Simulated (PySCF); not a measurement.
# Telling isomers of C₇H₆N₂O apart by NMR

[PySCF 2.14: coordinates at the GFN2-xTB level; σ from GIAO-PBE0/pcSseg-1; one computed conformer; equivalent nuclei averaged; non-relativistic Hamiltonian; isolated molecule]

Scale: $^{1}$H (σref 31.72) and $^{13}$C (σref 186.93) vs TMS (reference shieldings calculated alike). Where no couplings were computed, multiplicities follow the n + 1 count of equivalent neighbours, and m marks all less simple cases (inequivalent or close neighbours, rings, F or P nearby). Acid and N–H amide carbonyl carbons lie up to 10 ppm further downfield in solution (hydrogen bonding). Shifts are as computed. Against solution values, carbons near 30 ppm lie about +3 ppm off and those near 130 ppm about +5 ppm (rms about the fit 2.1 ppm; single classes can miss by 10 ppm). Of 1328 compounds with measured shifts, 309 miss one by over three times the rms of a fit or turn the order of signals round; such compounds aren't used in these exercises. Signals without a measured value on file couldn't be tested in this way; 1H shifts scatter by 0.2 ppm about their fit, and single ones miss by 0.5 ppm. OH and NH positions are gas-phase values without hydrogen bonding to other molecules.

(1) Tabulate the signals of `N#Cc1nocc1C1CC1`, `C=C(C#CC#N)NC(C)=O`, `Nc1coc2cnccc12` and their relative energies.

(2) What is the quickest way to tell N#Cc1nocc1C1CC1 from Nc1coc2cnccc12?

(3) What is the quickest way to tell N#Cc1nocc1C1CC1 from C=C(C#CC#N)NC(C)=O?

(4) What is the quickest way to tell C=C(C#CC#N)NC(C)=O from Nc1coc2cnccc12?

## Answers

(1) 
```tsv
SMILES	carbon types	δC	δH	E rel. (kcal/mol)
N#Cc1nocc1C1CC1	3×C 2×CH 2×CH2	158.2, 144.7, 140.9, 116.1, 17.4, 7.0	8.09 (s, 1H), 1.92 (m, 1H), 1.36 (m, 2H), 0.57 (m, 2H)	56.9
C=C(C#CC#N)NC(C)=O	5×C 1×CH2 1×CH3	166.9, 130.5, 113.9, 111.8, 83.3, 76.8, 24.2	6.07 (br, 1H), 5.34 (m, 1H), 5.21 (m, 1H), 1.96 (s, 3H)	48.1
Nc1coc2cnccc12	3×C 4×CH	157.1, 146.0, 139.0, 135.8, 134.0, 132.5, 116.0	9.06 (s, 1H), 8.80 (d, 1H), 7.54 (d, 1H), 7.41 (s, 1H), 3.24 (br s, 2H)	0.0
```

Energies are electronic energies at PBE0/pcSseg-1 on these geometries, without zero-point or thermal terms, each for the one conformer computed, which needn't be the lowest.

(2) Count the carbon signals: 6 against 7. The first has a three-membered-ring carbon (CH2) at 17.4 ppm, the second an aromatic CH at 116.0 ppm. Their most deshielded carbons lie at 158.2 and 157.1 ppm. In the proton spectra the most deshielded non-exchanging signals are 8.09 (s, 1H) and 9.06 (s, 1H).

(3) Count the carbon signals: 6 against 7. The first has an aromatic CH next to the ring oxygen at 158.2 ppm, the second a β carbon of an enol-ether or enamine type C=C (CH2) at 113.9 ppm. Their most deshielded carbons lie at 158.2 and 166.9 ppm. In the proton spectra the most deshielded non-exchanging signals are 8.09 (s, 1H) and 5.34 (m, 1H).

(4) Both give the same number of carbon signals, but DEPT or the intensities differ. The first has a β carbon of an enol-ether or enamine type C=C (CH2) at 113.9 ppm, the second an aromatic CH next to a ring nitrogen at 146.0 ppm. Their most deshielded carbons lie at 166.9 and 157.1 ppm. In the proton spectra the most deshielded non-exchanging signals are 5.34 (m, 1H) and 9.06 (s, 1H).
